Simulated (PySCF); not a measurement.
[PySCF: GFN2-xTB structure; shielding tensors at PBE0/pcSseg-1 (GIAO); no relativistic terms; one conformer; gas phase; fast rotation and ring inversion assumed for equivalent nuclei]

References, each an isolated molecule treated in the same way: 1H, 13C vs TMS. Shifts are as computed. Against solution values, carbons near 30 ppm lie about +3 ppm off and those near 130 ppm about +5 ppm; carbons on Cl a further +6 ppm. Of 1309 compounds with measured shifts, 239 miss one by over three times the rms of a fit or turn the order of signals round; such compounds aren't used in these exercises. Carbons bonded to Cl come out too deshielded.

(1) Order these molecules by the shift of their most shielded carbon-bound hydrogen, lowest δ first.
A. CCC(=C=O)C(Cl)(Cl)Cl
B. [SiH3]O/C(Cl)=C\C1CC1
C. COCOC(=O)OC

(2) Order these molecules by the shift of their most deshielded carbon-bound hydrogen, lowest δ first.
A. CCc1nc(O[SiH3])no1
B. COCOC(=O)OC
C. [SiH3]O/C(Cl)=C\C1CC1
D. CCC(=C=O)C(Cl)(Cl)Cl

(3) How many 13C and 1H signals does each give (equivalence by symmetry and fast rotation, but not about amide C–N or C=N bonds)? `[SiH3]O/C(Cl)=C\C1CC1`, `CCC(=C=O)C(Cl)(Cl)Cl`, `COCOC(=O)OC`, `CCc1nc(O[SiH3])no1`

Results:

(1) B (0.21 ppm, hydrogen on a three-membered-ring carbon), A (1.36 ppm, hydrogen on a methyl carbon), C (3.67 ppm, hydrogen on a methyl carbon bonded to O).

(2) D (2.43 ppm, hydrogen on an allylic sp3 CH2), A (2.96 ppm, hydrogen on an sp3 CH2 on an aromatic ring), C (4.17 ppm, hydrogen on a β carbon of an enol-ether or enamine type C=C), B (5.42 ppm, hydrogen on an sp3 carbon bearing two oxygens).

(3) [SiH3]O/C(Cl)=C\C1CC1: 4 C, 5 H; CCC(=C=O)C(Cl)(Cl)Cl: 5 C, 2 H; COCOC(=O)OC: 4 C, 3 H; CCc1nc(O[SiH3])no1: 4 C, 3 H.
